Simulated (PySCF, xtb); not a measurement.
CuI, SMILES [Cu][I] (connectivity only; charge and spin as stated), charge -1, multiplicity 2.

Harmonic wavenumbers (cm⁻¹) from GFN2-xTB (xtb) at its own minimum, in rising order: 201.

Q: What does PBE0-D3(BJ)/def2-TZVPD (PySCF 2.14.0) give at its own minimum? (Estimate from the structure and the level; the computed values follow.)

A: 168. Paired by order, the mean absolute difference is 34 cm⁻¹ and the zero-point energies are 0.3 and 0.2 kcal/mol.
